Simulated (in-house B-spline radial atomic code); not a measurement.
# Solving the quasi-particle equation for 3d up of Co4+

Configuration [Ar] 3d5, highest spin, start PBE0; correlation leaves out the deepest shell. Computed with a B-spline radial code for spherical atoms: all electrons, scalar-relativistic (spin-free one-electron X2C), finite nucleus, each spin shell either full or empty, empty states to l = 9 with an (l + 1/2)⁻⁴ tail; G0W0 by contour deformation at full frequency.

At the mean-field level ε = -71.689 eV the matrix elements are Σx = -52.106 eV, v_xc = -42.693 eV and Σc(ε) = 0.957 eV, and the slope of the correlation self-energy is dΣc/dω = -0.0431. The quasi-particle energy solves E = ε + Σx − v_xc + Σc(E).

What does the linearised equation give?

Z = 1/(1 − dΣc/dω) = 1/1.0431 = 0.9587. The first-order shift is Σx − v_xc + Σc(ε) = -52.106 − (-42.693) + (0.957) = -8.456 eV, so E ≈ ε + Z × shift = -71.689 + 0.9587 × (-8.456) = -79.796 eV.

How does that compare with the full solution and with static screening?

Solving the equation at full frequency dependence gives E = -79.768 eV, where Σc = 1.333 eV and the weight is 0.952; the linearised value is off by 27 meV. Leaving Z out would give -80.145 eV. Static COHSEX puts -2.553 eV in place of Σc and gives -83.655 eV, 3.89 eV deeper.
